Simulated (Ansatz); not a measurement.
Cost and result for the atomization energy of BiCl3, SMILES `[Cl][Bi]([Cl])[Cl]` (4 atoms, 3 bonds).

```xyz
4

Cl   -1.969   -0.822    0.007
Bi   -0.149    0.684    0.551
Cl    0.615    1.122   -1.708
Cl    1.504   -0.984    1.150
```

Charge 0, multiplicity 1. Correlated methods include outer-core shells of Bi, which these sets cover unevenly. Bi: def2 effective core potential. All single points use the PBE0-D4/def2-TZVP geometry. Program: Ansatz. All runs use 2 threads of a server CPU on a shared host. Times are those of one run each, without the atoms' runs, and a repeat can differ threefold. Electronic energies, without spin–orbit coupling; frozen cores. CCSD(T)/CBS adds CCSD(T) − MP2 in def2-TZVPP to the MP2 limit, and its time is that of the two runs behind it. T1 = 0.012. With those shells the extrapolation isn't a true limit.

CCSD(T)/CBS is a level of theory with its own doubt, some kJ/mol a heavy atom from the limit and from the frozen cores, so smaller differences don't rank the functionals.

```tsv
level	functions	wall time	atomization (kJ/mol)	difference from CCSD(T)/CBS	per bond
CCSD(T)/def2-SVP	80	3.3 s	732.8	-203.8	-67.9
BLYP-D4/def2-TZVPP	176	4 s	965.1	28.5	9.5
PBE0-D4/def2-TZVPP	176	6.5 s	942.3	5.7	1.9
BHLYP-D4/def2-TZVPP	176	7 s	871.8	-64.8	-21.6
CAM-B3LYP-D4/def2-TZVPP	176	7.5 s	912.3	-24.3	-8.1
RPA@PBE/def2-TZVPP	176	9 s	790.2	-146.4	-48.8
r2SCAN-D4/def2-TZVPP (with forces)	176	12 s	949.3	12.7	4.2
ωB97X-V/def2-TZVPP	176	15 s	948.0	11.4	3.8
B97M-V/def2-TZVPP	176	17 s	1011.3	74.7	24.9
MP2/def2-QZVPP	292	20 s	957.6	21.0	7.0
ωB97M-V/def2-TZVPP (with forces)	176	22 s	931.1	-5.5	-1.8
CCSD(T)/def2-TZVPP	176	50 s	861.7	-74.9	-25.0
CCSD(T)/CBS(def2)	–	70 s	936.6	0.0	0.0
```

In def2-TZVPP, CCSD(T) changes the Hartree–Fock value by +340.1 kJ/mol (the triples alone add +41.9 kJ/mol) and MP2 by +389.9 kJ/mol; breaking electron pairs costs correlation energy, which Hartree–Fock lacks. At CCSD(T), def2-SVP lies −203.8 kJ/mol from the extrapolated value and def2-TZVPP −74.9 kJ/mol: correlation converges slowly with the basis, and small sets miss more of it in the bonded molecule than in its fragments. From PBE to PBE0 (25 % exact exchange), in def2-TZVPP and without D4, the atomization energy moves by −56.1 kJ/mol: exact exchange takes away binding that semilocal exchange gives to molecules.

Spin–orbit coupling would lower the free Bi atoms strongly, and the atomization energy with them, by more than many differences here.
